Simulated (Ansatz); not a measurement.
Basis sets compared for `c1cc2ccc3ccc4cncc(c2c1)c34`. The state is a singlet with charge 0. Geometry r2SCAN-D4/def2-SVP. Ansatz on 6 threads of Intel Xeon 6975P-C on a shared host; times are rough, and most runs start from earlier orbitals.

```xyz
25

C     1.5556   -1.9401   -2.7511
C     1.8208   -2.4433   -1.4880
C     1.1673   -1.6088   -0.5301
C     1.2279   -1.8329    0.8345
C     0.6438   -1.1102    1.9026
C    -0.1451    0.0219    1.8150
C    -0.7223    0.7292    2.9570
C    -1.4430    1.8005    2.5144
C    -1.3641    1.8377    1.0567
C    -1.9004    2.6983    0.1168
N    -1.6837    2.5247   -1.2105
C    -0.9441    1.5102   -1.6067
C    -0.3229    0.5361   -0.7454
C     0.4628   -0.5283   -1.3021
C     0.7297   -0.7754   -2.6425
C    -0.5615    0.7368    0.6264
H     1.9150   -2.3582   -3.6940
H     2.4192   -3.3202   -1.2385
H     1.8208   -2.7072    1.1301
H     0.8408   -1.4936    2.9101
H    -0.5798    0.4207    3.9943
H    -1.9903    2.5179    3.1285
H    -2.5224    3.5553    0.4035
H    -0.8015    1.4182   -2.6902
H     0.3772   -0.1893   -3.4909
```

Binding counts from free atoms (C triplet, N quartet, H doublet) in the same basis, without a counterpoise term.

```tsv
level	functions	energy (Eh)	HOMO (eV)	LUMO (eV)	binding per atom (eV)	wall time
PBE-D4/def2-SVP	269	-630.5288	-5.07	-3.78	5.78	2.3 s
PBE0-D4/def2-SVP	269	-630.5675	-5.92	-3.20	5.63	3.9 s
```

(1) Estimate the rows for PBE-D4/def2-TZVP, PBE0-D4/def2-TZVP (with forces).

## Answers

(1) 
```csv
level,functions,energy (Eh),HOMO (eV),LUMO (eV),binding per atom (eV),wall time
PBE-D4/def2-TZVP,550,-631.1883,-5.13,-3.84,5.68,6.5 s
PBE0-D4/def2-TZVP (with forces),550,-631.2224,-5.92,-3.22,5.54,26 s
```
